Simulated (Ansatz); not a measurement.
Species: C₄H₉N₂O, net charge 0, doublet state. It need not be the lowest isomer of its formula. SMILES: CN(C)C([N]C)=O
Geometry from a B3LYP-D3(BJ)/def2-TZVP (Ansatz, a quantum-chemistry and plane-wave program) optimisation:
```xyz
16

C      2.5784     0.2641     0.0155
N      1.2428     0.5382     0.4466
C      0.2825    -0.3437    -0.0623
O      0.5564    -1.4569    -0.5005
N     -0.9968     0.1346     0.0178
C     -1.3661     1.3995     0.6231
C     -2.0815    -0.6741    -0.4974
H      3.1601     1.1864     0.0558
H      2.6403    -0.2141    -0.9652
H      3.0362    -0.4293     0.7362
H     -2.1334     1.2338     1.3849
H     -1.7763     2.0801    -0.1296
H     -0.4954     1.8564     1.0790
H     -2.6968    -1.0635     0.3206
H     -1.6687    -1.5094    -1.0544
H     -2.7191    -0.0695    -1.1472
```
Charge 0, spin multiplicity 2.

Wanted: atomisation energy (electronic, to ground-state atoms), in eV. Valence correlation only, unless marked. Open shells are spin-unrestricted. No spin-orbit coupling. Non-relativistic unless marked X2C. The coupled-cluster limit lacks core correlation, which all-electron functionals hold. Basis-set limits of correlation are two-point, X^-3; Hartree-Fock from the larger set. [CCSD(T)-MP2]/basis is that difference in the basis named.

| level | program | atomisation energy (eV) |
|---|---|---|
| SVWN5/def2-TZVPD | Ansatz | 76.52 |

Problem. Estimate the value at RI-MP2/CBS(cc-pVTZ,cc-pVQZ)+[CCSD(T)-MP2]/cc-pVTZ as computed with Ansatz.

Solution. 65.30 eV, so SVWN5/def2-TZVPD differs from it by 11.22 eV.
